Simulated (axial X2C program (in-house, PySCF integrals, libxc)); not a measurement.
# Worked dissociation energy of LiK⁺: MP2, 2c

All values were computed with an in-house relativistic program for diatomic molecules. Two-component (2c) means X2C with spin–orbit coupling and atomic mean-field two-electron Coulomb and Gaunt terms. Basis: K dyall-cv3z [11s12p6d3f], Li dyall-cv3z [7s8p2d] (cores contracted in-house); Gaussian nuclei, density fitting, unrestricted open shells. Masses: K 38.964 u, Li 7.016 u.

Molecular state: Ω = 1/2 (⟨Sz⟩ = 0.50, ⟨Lz⟩ = 0.00 at HF).

Correlated methods: 9 electrons correlated (number of frozen shells: K 2 s, 1 p; Li 1 s), 213 virtual spin orbitals or spinors in MP2.

- E(K+) (2M_J = 0): -601.428438 hartree
- E(Li) (2M_J = 1): -7.433285 hartree
- E(LiK⁺) at Re: -608.883277 hartree
- ωe: 152.5 cm⁻¹
- ωexe: 0.946 cm⁻¹

Problem. Work out De and D0.

Solution. De = -601.428438 + (-7.433285) − (-608.883277) = 0.02155 hartree = 0.587 eV. The zero-point energy is ωe/2 − ωexe/4 = 76 cm⁻¹ = 0.009 eV, so D0 = 0.577 eV.

Occupations by symmetry block were frozen at the best pattern of an incomplete PBE0 search. De is counted from the lowest determinant-based energies of the atoms at the same level, without counterpoise correction.

The levels of this run spread widely (ωe from 113 to 153 cm⁻¹), so these constants depend on the method.

Each atomic determinant is the lowest at this level and need not be a pure J level. Totals compare only within one Hamiltonian and basis.
